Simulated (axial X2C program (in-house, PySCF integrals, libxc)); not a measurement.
# BiO: from the spin-free to the two-component result

Computed with an in-house relativistic program for diatomic molecules. Spin-free means the one-electron spin-free X2C Hamiltonian; two-component (2c) means X2C with spin–orbit coupling and atomic mean-field two-electron Coulomb and Gaunt terms, so the difference of the two also holds small scalar two-electron terms. Basis: Bi dyall-cv3z [12s14p10d6f1g], O dyall-av3z [7s6p3d2f] (cores contracted in-house); Gaussian nuclei, density fitting, unrestricted open shells. Masses: Bi 208.980 u, O 15.995 u.

Spin-free state: M_S = 1/2, Λ = 1 (beyond evenly filled blocks: π+α); fragments Bi + O.

```tsv
level	Re (Å)	ωe (cm⁻¹)	De (eV)	μ (D)
BP86	1.932	731.4	4.359	-3.76
```

Dipoles are positive if O is the positive end.

**Question.** Within this multiplet, which Ω should lie lowest by the rule for regular and inverted multiplets?

**Answer.** The open π shell holds one electron, so the multiplet is regular: Ω = Λ − 1/2 = 1/2. The PBE0 2c search agrees.

Two-component determinant lowest at the distance of the search:

Ω = 1/2 (⟨Sz⟩ = -0.46, ⟨Lz⟩ = 0.96 at BP86); fragments Bi + O.

| level | Re (Å) | ωe (cm⁻¹) | De (eV) | μ (D) |
| --- | --- | --- | --- | --- |
| BP86 | 1.949 | 692.8 | 4.149 | -3.98 |

**Question.** From the two tables, how do the constants change at the BP86 level (2c against spin-free)?

**Answer.** At the BP86 level Re goes up by 0.017 Å and ωe goes down by 38.6 cm⁻¹; De is not compared, since the atomic limits differ or miss part of their spin–orbit lowering.

The state is a single determinant with fixed occupations, the lowest that a limited PBE0 search found. De is counted from the lowest determinant-based energies of the atoms at the same level, without counterpoise correction. Density functionals use the spin component along the axis (collinear). The 2c atoms are single determinants rather than J levels; their spin–orbit lowering is only partly caught, and De is too large by that part. This holds for BP86. Without a current term, density functionals place determinants with orbital angular momentum somewhat too high.
